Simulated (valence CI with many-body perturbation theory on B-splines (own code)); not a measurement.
Level structure of W43+

Computed by configuration interaction combined with many-body perturbation theory (CI+MBPT): three valence electrons over a frozen Dirac-Fock core [Ar] 3d10, radial functions for each j: 11 s, 11 p, 10 d, 8 f, 5 g, 2 h, with the one-electron correlation potential Σ1 (screened to all orders), the two-electron term Σ2, the three-electron term Σ3, Breit, model QED; selected single and double excitations, second order for the rest, scaled by the run's own slope (own B-spline code, finite nucleus).

The last digits are not significant, and no measured levels were compared; by estimate large intervals hold to a few tenths of a per cent, small ones and those within an open d or f shell to about a per cent.

Levels 91 to 135 of 188, with energies above the lowest level, (4s^2 4p1/2) J=1/2. "Leading %" is the weight of the configuration and term that name the level; weights of strongly mixed levels are sums over their largest components and can fall short. In the jj column 3d3/2^4 stands for four electrons in 3d with j = 3/2.

```
No.  Configuration  Term     J  E (Ry)  Leading %                Leading jj  Second component      g
 91       4s.4p.4f    2D   3/2  47.331         48     4s 4p3/2 4f7/2 (50 %)    24 % 4s.4d2 2P  1.036
 92       4s.4p.4f    2D   3/2  47.452         47     4s 4p3/2 4f5/2 (59 %)    13 % 4p2.4d 2D  0.855
 93         4s.4d2    2D   5/2  47.553         34         4s 4d5/2^2 (62 %)    24 % 4s.4d2 4P  1.249
 94       4s.4p.4f    2F   7/2  47.564         44     4s 4p3/2 4f7/2 (68 %)  20 % 4s.4p.4f 4D  1.187
 95       4s.4p.4f    2G   9/2  47.669         50     4s 4p3/2 4f7/2 (68 %)    23 % 4p2.4d 4F  1.169
 96         4p2.4f   2F°   7/2  47.763         33      4p1/2^2 4f7/2 (97 %)   17 % 4p2.4f 4D°  1.139
 97         4p2.4d    2D   3/2  47.855         36      4p3/2^2 4d3/2 (75 %)    13 % 4p2.4d 2P  1.039
 98       4s.4p.4f    2G   9/2  48.136         49     4s 4p3/2 4f5/2 (30 %)    29 % 4s.4d2 2G  1.146
 99         4s.4d2    2S   1/2  48.139         46         4s 4d5/2^2 (46 %)    33 % 4p2.4d 2P  1.514
100       4s.4p.4f    2F   5/2  48.354         17      4p3/2^2 4d3/2 (29 %)    16 % 4p2.4d 2D  1.152
101       4s.4p.4f    2D   3/2  48.387         29         4s 4d5/2^2 (47 %)    28 % 4s.4d2 2D  0.905
102       4s.4p.4f    2D   5/2  48.464         39     4s 4p3/2 4f7/2 (48 %)    12 % 4p2.4d 2D  1.191
103         4p2.4d    4P   1/2  48.486         33      4p3/2^2 4d3/2 (55 %)    27 % 4s.4d2 2P  1.623
104       4s.4p.4f    2G   7/2  48.571         34      4p3/2^2 4d5/2 (35 %)    14 % 4p2.4d 4D  1.059
105         4p2.4d    2F   7/2  49.234         34      4p3/2^2 4d3/2 (46 %)  19 % 4s.4p.4f 2G  1.027
106         4p2.4d    2D   3/2  49.309         31      4p3/2^2 4d3/2 (53 %)  23 % 4s.4p.4f 2D  0.971
107         4p2.4d    4F   9/2  49.363         29      4p3/2^2 4d5/2 (55 %)    27 % 4p2.4d 2G  1.189
108         4s.4d2    2F   7/2  49.542         33         4s 4d5/2^2 (37 %)    23 % 4p2.4d 2F  1.149
109         4p2.4d    2S   1/2  49.591         24      4p3/2^2 4d5/2 (63 %)    24 % 4p2.4d 2P  1.445
110         4p2.4d    2D   5/2  49.877         56      4p3/2^2 4d5/2 (81 %)    12 % 4p2.4d 4D  1.199
111         4p.4d2   4G°   5/2  50.651         55      4p1/2 4d3/2^2 (95 %)   32 % 4p.4d2 2F°  0.732
112         4p2.4d    2P   3/2  50.651         33      4p3/2^2 4d5/2 (76 %)    27 % 4p2.4d 2D  1.128
113         4p2.4d    2D   5/2  50.929         42      4p3/2^2 4d5/2 (74 %)    33 % 4p2.4d 2F  1.096
114         4p.4d2   4D°   1/2  51.856         44      4p1/2 4d3/2^2 (97 %)   38 % 4p.4d2 2P°  0.638
115         4p.4d2   4F°   3/2  52.055         42      4p1/2 4d3/2^2 (92 %)   31 % 4p.4d2 2D°  0.728
116         4p.4d2   4G°   7/2  52.279         54  4p1/2 4d3/2 4d5/2 (90 %)   11 % 4p.4d2 2G°  1.012
117         4p.4d2   2D°   5/2  52.443         24  4p1/2 4d3/2 4d5/2 (91 %)   19 % 4p.4d2 4D°  1.047
118         4p.4d2   2H°   9/2  52.503         46  4p1/2 4d3/2 4d5/2 (81 %)   25 % 4p.4d2 2G°  1.002
119         4p.4d2   4D°   3/2  52.674         38  4p1/2 4d3/2 4d5/2 (90 %)   16 % 4p.4d2 2D°  1.162
120         4p.4d2   4P°   1/2  52.805         49  4p1/2 4d3/2 4d5/2 (99 %)   27 % 4p.4d2 4D°  1.786
121         4p.4d2   2F°   7/2  53.492         25  4p1/2 4d3/2 4d5/2 (65 %)   24 % 4p.4d2 2G°  1.058
122         4p.4d2   4F°   5/2  53.534         18  4p1/2 4d3/2 4d5/2 (79 %)   16 % 4p.4d2 4D°  1.100
123         4p.4d2   4D°   3/2  53.859         31  4p1/2 4d3/2 4d5/2 (81 %)   17 % 4p.4d2 2P°  1.210
124         4p2.4f   2G°   7/2  53.888         64  4p1/2 4p3/2 4f5/2 (89 %)   29 % 4p2.4f 4G°  0.922
125         4p2.4f   4D°   7/2  53.964         28  4p1/2 4p3/2 4f7/2 (50 %)   23 % 4p.4d2 4D°  1.263
126         4p2.4f   4G°   5/2  54.005         42  4p1/2 4p3/2 4f5/2 (88 %)   29 % 4p2.4f 2D°  0.918
127         4p2.4f   4G°   9/2  54.108         30  4p1/2 4p3/2 4f7/2 (56 %)   21 % 4p2.4f 2G°  1.141
128         4p2.4f   4F°   3/2  54.205         66  4p1/2 4p3/2 4f5/2 (89 %)   11 % 4p2.4f 2D°  0.642
129         4p2.4f   2H°   9/2  54.321         29  4p1/2 4p3/2 4f5/2 (58 %)   15 % 4p2.4f 2G°  1.085
130         4p2.4f   2F°   5/2  54.329         48  4p1/2 4p3/2 4f5/2 (64 %)   19 % 4p2.4f 4F°  0.988
131         4p2.4f   4F°   9/2  54.451         49  4p1/2 4p3/2 4f7/2 (93 %)   22 % 4p2.4f 4G°  1.230
132         4p2.4f   2H°  11/2  54.520         60  4p1/2 4p3/2 4f7/2 (94 %)   35 % 4p2.4f 4G°  1.151
133         4p2.4f   2D°   3/2  54.526         39  4p1/2 4p3/2 4f5/2 (62 %)   14 % 4p.4d2 4P°  1.093
134         4p2.4f   2F°   7/2  54.530         30  4p1/2 4p3/2 4f7/2 (71 %)   19 % 4p2.4f 4G°  1.122
135         4p2.4f   4D°   5/2  54.579         39  4p1/2 4p3/2 4f7/2 (63 %)   16 % 4p2.4f 2D°  1.218
```

Where two levels of one J and parity lie close, their mixing, g and order are uncertain.
